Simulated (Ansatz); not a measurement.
CH5Si (SMILES [CH2][SiH3]), doublet, geometry from GFN2-xTB; HSE06/def2-TZVP run with Ansatz (an electronic-structure program).

The Ansatz input:
Ansatz 0.2 input:
```yaml
crystal:
  periodic: [false, false, false]
  atoms:
    - {symbol: C, position_ang: [1.25953929, -0.13870737, 0.00334369]}
    - {symbol: Si, position_ang: [-0.57253761, 0.06509637, -0.00259843]}
    - {symbol: H, position_ang: [1.94386158, 0.69052936, -0.02310633]}
    - {symbol: H, position_ang: [1.73056295, -1.10560439, 0.04418013]}
    - {symbol: H, position_ang: [-1.14505061, -0.39688324, 1.27089011]}
    - {symbol: H, position_ang: [-0.90406222, 1.47637530, -0.20062515]}
    - {symbol: H, position_ang: [-1.16702079, -0.74352206, -1.07502292]}
basis:
  gaussian:
    orbitals: def2-TZVP
hamiltonian:
  xc: hse06
magnetization: {spin_polarized: true, initial_magnetization: 1}
```

It wrote (shortened):

```
Functional definition: HSE06
668 factors; their error is unknown
55 factors; integrals over basis functions are off by at most 1.9e-6 eV
mean field evaluation 1: about -8986.2029 eV, gradient 2.7e1 eV
mean field evaluation 2: about -8984.5573 eV, gradient 3.0e1 eV
mean field evaluation 4: about -8989.8271 eV, gradient 6.8e-1 eV
mean field evaluation 8: about -8989.8602 eV, gradient 1.5e-1 eV
mean field -8989.86027796 eV, -330.3712716688 hartree, gradient 8.7e-5 eV, S^2 0.754654; 0 other end points of the search recorded, 0 dependent functions left out
reference -8989.86031531 eV, -330.3712730413 hartree; 13, 12 occupied and 85, 86 virtual orbitals, 668 factors
Total energy: -8989.86031531 eV, -330.3712730413 hartree
```
